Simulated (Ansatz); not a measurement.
`[NH2][In]([Cl])[Cl]` + H₂S → `[SH][In]([Cl])[Cl]` + NH₃ at 600 K and 1 bar (ligand exchange at the In–N bond).

Computed with Ansatz on PBE0-D4/def2-TZVP structures; ΔE is electronic, products minus reactants. CBS: MP2 limit from def2 TZ/QZ plus the TZ coupled-cluster correction, frozen cores. This one scheme is used for every species. def2 core potentials past Kr. For In outer-core shells are correlated without core-valence functions, which leaves a few kJ/mol of doubt a bond. Each species was taken in one conformer, which may not be the lowest.

```
              species  CCSD(T)/CBS energy (Eh)  H − E (kJ/mol)  S (J/(mol·K))
`[NH2][In]([Cl])[Cl]`              -1165.39137           121.6          426.0
                  H₂S               -398.97279            60.8          230.9
 `[SH][In]([Cl])[Cl]`              -1507.88474            78.4          431.1
                  NH₃                -56.50880           112.4          219.5
```

H − E and S are ideal-gas, rigid-rotor, harmonic terms from PBE0-D4/def2-TZVP, for one conformer and one mirror image of each species. 1 Eh = 2625.50 kJ/mol, R = 8.31446 J/(mol·K).

**Question.** By hand: ΔE, ΔH, ΔS and ΔG.

**Answer.** ΔE = (-1507.88474) + (-56.50880) − (-1165.39137) − (-398.97279) = -0.02938 Eh = -77.1 kJ/mol. Δ(H − E) = 78.4 + 112.4 − 121.6 − 60.8 = 8.4, so ΔH = -68.7 kJ/mol. ΔS = 431.1 + 219.5 − 426.0 − 230.9 = -6.3 J/(mol·K). ΔG = -68.7 − 600 × (-6.3)/1000 = -64.9 kJ/mol.

**Question.** By hand: the equilibrium constant, and the temperature at which ΔG would vanish if ΔH and ΔS stayed fixed.

**Answer.** log₁₀ K = −ΔG/(RT ln 10) = 5.6. ΔG = 0 at ΔH/ΔS = 10905 K, far beyond where these terms or the molecules hold.

The number of gas molecules stays the same, so ΔS is small and ΔH decides. A doubt of 5 kJ/mol in ΔE shifts log₁₀ K by 0.4 here. Other conformers and mirror images would add mixing entropy, several J/(mol·K) or more a flexible species. These are equilibria of isolated gas molecules and say nothing of rates. Largest T1 diagnostic: 0.013 (customary marks: 0.02 for closed shells, 0.045 for open ones).
